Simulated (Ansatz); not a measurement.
[GaClH3]- (GaH3Cl⁻). Charge -1, multiplicity 3. Geometry PBE-D4/def2-TZVPD, that of the charge -1 singlet; atoms count from 1.

```xyz
5

Ga   -0.1154   -0.1447    0.1092
Cl    1.1387    1.4281   -1.0778
H     0.6426   -0.3062    1.5235
H    -0.0792   -1.4799   -0.7948
H    -1.5867    0.5027    0.2399
```

The highest occupied level of the charge -1 triplet lies above zero (up to 2.15 eV). By energy differences it is unbound by 0.86 eV (vertical, against the charge 0 doublet, at PBE0-D4/def2-TZVPD) and held by the finite basis. At PBE0-D4/def2-TZVPD a singlet of charge -1 lies 5.59 eV below the triplet at the same geometry.

Problem. Estimate the Mulliken populations from the PBE0/def2-TZVPD orbitals of Ansatz.

Solution. 
```
atom  charge (e)  spin (α − β)
 Ga1       -0.15          0.71
 Cl2       -0.57          0.40
  H3        0.00          0.54
  H4       -0.14          0.18
  H5       -0.14          0.18
```
Mulliken values depend strongly on the basis. With diffuse functions, as here, like atoms can get unlike values, and bond orders can come out too low or too high.

Problem. Where does the spin sit?

Solution. Summed by element: Ga 0.71, Cl 0.40, H 0.89, of 2 unpaired in all. Largest on single atoms: Ga1 0.71, H3 0.54, Cl2 0.40.

Problem. And the Mayer bond orders between heavy atoms (over 0.3)?

Solution. Ga1–Cl2 0.89 (2.34 Å).
